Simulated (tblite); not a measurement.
Record of a relaxation.

Species: C7H7BrO2.
Atom-mapped SMILES: `[CH3:1][c:2]1[cH:3][c:4]([CH3:5])[c:6]([C:7](=[O:8])[Br:9])[o:10]1` (hydrogens: H11, H12, H13 on C1; H14 on C3; H15, H16, H17 on C5)

Computed with GFN2-xTB (tblite), gas phase: L-BFGS steps from a force-field or distance-geometry start until the largest atomic force falls under 0.01 eV/Å. 5 of its 23 geometries are shown.

Step 0: E = -837.4532 eV, largest atomic force 2.271 eV/Å
```
atom  x, y, z in Å  |  force x, y, z in eV/Å
C1      2.871    0.197   -0.111   -0.134  -0.206   0.216
C2      1.393    0.028   -0.056   -0.275   0.349   0.145
C3      0.589   -1.076    0.106   -0.619   0.745  -0.193
C4     -0.759   -0.580    0.079    0.226  -0.918   0.260
C5     -2.001   -1.394    0.223   -0.101   0.229  -0.060
C6     -0.672    0.790   -0.074    0.530   0.721  -0.094
C7     -1.690    1.807   -0.159   -1.976  -1.092   0.245
O8     -2.893    1.616   -0.093    1.569  -0.036  -0.079
Br9    -1.150    3.628   -0.377    0.558   0.250  -0.054
O10     0.647    1.152   -0.147    0.093  -0.468  -0.061
H11     3.375   -0.763   -0.018   -0.102   0.024  -0.004
H12     3.201    0.848    0.702   -0.042  -0.016  -0.122
H13     3.147    0.653   -1.053    0.078   0.131  -0.118
H14     0.909   -2.099    0.206   -0.154   0.256  -0.017
H15    -1.773   -2.448    0.331    0.152  -0.069   0.019
H16    -2.577   -1.075    1.104    0.149   0.018  -0.388
H17    -2.626   -1.273   -0.671    0.048   0.082   0.305
```

Step 6: E = -837.5865 eV, largest atomic force 0.287 eV/Å
```
atom  x, y, z in Å  |  force x, y, z in eV/Å
C1      2.859    0.192   -0.108   -0.003   0.041   0.009
C2      1.384    0.051   -0.048   -0.029   0.070  -0.064
C3      0.570   -1.046    0.097    0.047  -0.011   0.041
C4     -0.758   -0.584    0.090    0.027  -0.035  -0.042
C5     -1.993   -1.393    0.218   -0.035   0.051   0.007
C6     -0.660    0.796   -0.073   -0.035   0.069   0.000
C7     -1.720    1.742   -0.146    0.203   0.154  -0.036
O8     -2.892    1.559   -0.090   -0.180  -0.052   0.017
Br9    -1.072    3.627   -0.381    0.040  -0.282   0.032
O10     0.646    1.159   -0.156   -0.051   0.037   0.030
H11     3.355   -0.769   -0.017   -0.085  -0.035   0.004
H12     3.197    0.847    0.692    0.021   0.014   0.042
H13     3.148    0.658   -1.048    0.006   0.001  -0.045
H14     0.886   -2.061    0.203    0.032  -0.078   0.010
H15    -1.755   -2.448    0.331    0.028   0.039  -0.014
H16    -2.572   -1.062    1.078   -0.004   0.016   0.048
H17    -2.630   -1.257   -0.654    0.018   0.002  -0.039
```

Step 11: E = -837.5965 eV, largest atomic force 0.092 eV/Å
```
atom  x, y, z in Å  |  force x, y, z in eV/Å
C1      2.856    0.199   -0.109    0.002  -0.001  -0.001
C2      1.380    0.061   -0.052    0.025   0.005   0.015
C3      0.574   -1.042    0.099    0.019   0.005  -0.013
C4     -0.756   -0.583    0.087    0.015  -0.018   0.012
C5     -1.994   -1.387    0.218    0.000  -0.007  -0.002
C6     -0.663    0.796   -0.072   -0.020  -0.023   0.000
C7     -1.721    1.740   -0.147   -0.087  -0.028   0.008
O8     -2.897    1.552   -0.088    0.032   0.033  -0.006
Br9    -1.051    3.584   -0.376    0.028   0.036  -0.005
O10     0.640    1.167   -0.154   -0.023  -0.019  -0.002
H11     3.332   -0.773   -0.016   -0.031   0.006  -0.001
H12     3.200    0.848    0.696    0.000  -0.009  -0.019
H13     3.150    0.658   -1.052    0.004  -0.004   0.017
H14     0.889   -2.060    0.204    0.037   0.011   0.000
H15    -1.749   -2.439    0.329   -0.008  -0.015   0.004
H16    -2.570   -1.056    1.081    0.005   0.014   0.003
H17    -2.627   -1.253   -0.657    0.002   0.015  -0.009
```

Step 16: E = -837.5978 eV, largest atomic force 0.030 eV/Å
```
atom  x, y, z in Å  |  force x, y, z in eV/Å
C1      2.855    0.200   -0.109   -0.008   0.000   0.001
C2      1.380    0.066   -0.051   -0.019   0.004  -0.011
C3      0.579   -1.042    0.098   -0.018   0.002   0.012
C4     -0.753   -0.589    0.088   -0.013   0.006  -0.007
C5     -1.993   -1.388    0.218    0.006  -0.012   0.001
C6     -0.668    0.790   -0.072    0.004   0.006   0.004
C7     -1.727    1.736   -0.146    0.029   0.008  -0.003
O8     -2.903    1.559   -0.089    0.002   0.003   0.000
Br9    -1.041    3.582   -0.376    0.000  -0.014   0.002
O10     0.633    1.167   -0.154    0.000   0.014   0.000
H11     3.321   -0.775   -0.016    0.009  -0.004   0.000
H12     3.202    0.848    0.694    0.006   0.002   0.008
H13     3.153    0.658   -1.051   -0.001  -0.001  -0.007
H14     0.902   -2.057    0.204    0.017   0.012  -0.003
H15    -1.753   -2.441    0.330   -0.025  -0.015   0.001
H16    -2.567   -1.052    1.081    0.003  -0.008  -0.014
H17    -2.624   -1.249   -0.659    0.006  -0.005   0.015
```

Step 22: E = -837.5981 eV, largest atomic force 0.008 eV/Å
```
atom  x, y, z in Å  |  force x, y, z in eV/Å
C1      2.854    0.201   -0.109    0.002   0.001   0.000
C2      1.379    0.067   -0.051   -0.002   0.003   0.001
C3      0.579   -1.040    0.099    0.002  -0.002   0.000
C4     -0.754   -0.590    0.088    0.001  -0.001   0.001
C5     -1.993   -1.390    0.218   -0.004   0.001   0.000
C6     -0.669    0.790   -0.071    0.000  -0.001   0.000
C7     -1.726    1.737   -0.146    0.007   0.003   0.000
O8     -2.903    1.561   -0.090   -0.007   0.000   0.000
Br9    -1.038    3.581   -0.376    0.006   0.002  -0.001
O10     0.632    1.168   -0.154   -0.001   0.003   0.000
H11     3.320   -0.775   -0.016    0.002  -0.003   0.000
H12     3.203    0.847    0.695    0.000   0.003   0.003
H13     3.152    0.657   -1.052   -0.001   0.003  -0.005
H14     0.908   -2.054    0.203    0.001  -0.005   0.001
H15    -1.758   -2.445    0.330    0.000   0.003  -0.001
H16    -2.567   -1.053    1.080   -0.004  -0.005   0.003
H17    -2.624   -1.249   -0.658   -0.003  -0.005  -0.002
```

**Question.** Summarise the path.

**Answer.** The energy falls by 13.98 kJ/mol from step 0 to step 22; nine tenths of that is first reached at step 6. It falls at every step. The largest force goes from 2.271 to 0.008 eV/Å. Among the bonds C7–Br9 changes most, from 1.912 to 1.981 Å; the atoms move by 0.046 Å rms after alignment.

**Question.** Follow the three bonds and two angles with the largest change from start to end.

**Answer.** 
| step | E above end (kJ/mol) | largest force (eV/Å) | C7–Br9 (Å) | C3–C4 (Å) | C7=O8 (Å) | C6–C7–Br9 (°) | C6–C7–O8 (°) |
| --- | --- | --- | --- | --- | --- | --- | --- |
| 0 | 13.98 | 2.271 | 1.912 | 1.437 | 1.221 | 118.7 | 125.7 |
| 1 | 10.00 | 2.384 | 1.941 | 1.417 | 1.168 | 116.0 | 127.8 |
| 2 | 5.72 | 0.463 | 1.951 | 1.412 | 1.194 | 116.3 | 128.0 |
| 3 | 4.03 | 0.421 | 1.969 | 1.412 | 1.196 | 115.8 | 128.5 |
| 4 | 2.41 | 0.366 | 1.999 | 1.408 | 1.194 | 114.6 | 129.4 |
| 5 | 1.82 | 0.332 | 2.006 | 1.407 | 1.191 | 113.8 | 129.5 |
| 6 | 1.11 | 0.287 | 2.007 | 1.406 | 1.187 | 112.9 | 129.1 |
| 7 | 0.68 | 0.206 | 1.998 | 1.407 | 1.188 | 112.4 | 128.6 |
| 8 | 0.46 | 0.137 | 1.988 | 1.407 | 1.190 | 112.3 | 128.2 |
| 9 | 0.33 | 0.122 | 1.980 | 1.408 | 1.192 | 112.2 | 128.2 |
| 10 | 0.21 | 0.141 | 1.975 | 1.407 | 1.193 | 112.1 | 128.5 |
| 11 | 0.15 | 0.092 | 1.975 | 1.407 | 1.192 | 112.0 | 128.8 |
| 12 | 0.12 | 0.042 | 1.977 | 1.406 | 1.191 | 111.8 | 129.1 |
| 13 | 0.10 | 0.046 | 1.979 | 1.407 | 1.190 | 111.7 | 129.2 |
| 14 | 0.07 | 0.075 | 1.981 | 1.407 | 1.190 | 111.6 | 129.3 |
| 15 | 0.04 | 0.066 | 1.983 | 1.407 | 1.190 | 111.6 | 129.3 |
| 16 | 0.03 | 0.030 | 1.983 | 1.407 | 1.191 | 111.6 | 129.3 |
| 17 | 0.02 | 0.025 | 1.982 | 1.407 | 1.191 | 111.6 | 129.3 |
| 18 | 0.01 | 0.029 | 1.981 | 1.407 | 1.191 | 111.6 | 129.3 |
| 19 | 0.01 | 0.019 | 1.981 | 1.407 | 1.191 | 111.6 | 129.3 |
| 20 | 0.00 | 0.013 | 1.981 | 1.407 | 1.191 | 111.6 | 129.3 |
| 21 | 0.00 | 0.010 | 1.981 | 1.407 | 1.191 | 111.6 | 129.3 |
| 22 | 0.00 | 0.008 | 1.981 | 1.407 | 1.191 | 111.6 | 129.3 |

What follows is the cost of the whole relaxation. Hardware: one thread of an Arm Neoverse V2, no GPU, on a shared host. Cost: 0.17 s of wall time.
